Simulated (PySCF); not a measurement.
Molecule: SMILES F[C@@H]1CN[SiH2]C1, C3H8FNSi.

Geometry (Å), atoms numbered from 1 in this order:
```xyz
14

F    -1.162    0.365    1.515
C    -1.155    0.328    0.130
C    -0.576   -1.010   -0.316
N     0.864   -0.910   -0.215
Si    1.473    0.710   -0.132
C    -0.253    1.455   -0.360
H    -2.201    0.438   -0.204
H    -0.990   -1.794    0.342
H    -0.928   -1.229   -1.345
H     1.389   -1.773   -0.233
H     2.421    1.075   -1.234
H     2.151    1.069    1.154
H    -0.424    1.641   -1.433
H    -0.470    2.383    0.186
```

Geometry PBE0-D3(BJ)/def2-SVP throughout; GIAO in PySCF, gas phase, one conformer, non-relativistic; equivalent atoms averaged; basis pcSseg-1.

(1) How do the shifts δ (against CFCl3, TMS at the same level) depend on the functional? (a selection of nuclei; ppm; last column core-seconds on shared hosts with different chips, so compare them loosely)

(2) Which nucleus among those listed moves most, in ppm?

Answers

(1) 
```csv
functional,kind,F1,C2,C6,H7,H12,H11,H14,H13,H10,core-s
HF,Hartree–Fock,-159.5,82.9,13.9,4.60,4.47,4.40,1.21,0.61,-0.12,11
LDA,LDA,-208.4,100.7,19.9,5.40,5.52,5.36,1.50,1.20,-0.24,24
PBE,GGA,-201.1,97.1,18.9,5.24,5.28,5.11,1.40,1.11,-0.25,32
BLYP,GGA,-199.0,98.6,19.5,5.22,5.15,4.97,1.34,1.05,-0.26,33
BP86,GGA,-203.7,97.3,19.0,5.25,5.26,5.09,1.40,1.09,-0.24,31
OPBE,GGA,-194.8,92.4,17.6,5.15,5.19,5.02,1.39,1.11,-0.19,33
KT2,GGA,-206.8,94.0,18.3,5.23,5.21,5.05,1.42,1.10,-0.17,18
KT3,GGA,-196.8,92.4,17.8,5.12,5.00,4.84,1.35,1.05,-0.15,18
B97-D,GGA,-196.9,95.2,18.4,5.19,5.06,4.89,1.35,1.03,-0.22,18
B3LYP,global hybrid,-188.9,95.4,18.2,5.05,4.96,4.82,1.32,0.94,-0.23,12
PBE0,global hybrid,-188.1,93.2,17.5,5.02,5.03,4.90,1.36,0.96,-0.22,12
mPW1PW91,global hybrid,-188.2,93.2,17.4,5.00,4.98,4.85,1.35,0.95,-0.22,12
WP04,global hybrid,-187.5,97.1,18.3,4.84,4.33,4.18,1.26,0.84,-0.03,18
B97-2,global hybrid,-187.1,92.4,17.2,5.01,4.93,4.80,1.34,0.94,-0.21,31
BHandHLYP,global hybrid,-175.8,90.8,16.6,4.85,4.72,4.62,1.28,0.80,-0.18,23
CAM-B3LYP,range-separated hybrid,-180.6,94.6,17.6,4.99,4.88,4.78,1.32,0.90,-0.25,24
wB97X-D,range-separated hybrid,-183.9,93.0,17.0,4.96,4.92,4.81,1.32,0.89,-0.22,30
LC-wPBE,range-separated hybrid,-172.8,92.6,16.5,4.90,4.81,4.73,1.31,0.89,-0.28,44
```

(2) F1 (fluorine on an sp3 carbon): from -208.4 ppm with LDA to -159.5 ppm with HF. The smallest spread is 0.24 ppm, at H10. Proton shifts span only some 12 ppm, so a few tenths of a ppm matter as much there as several ppm in carbon.
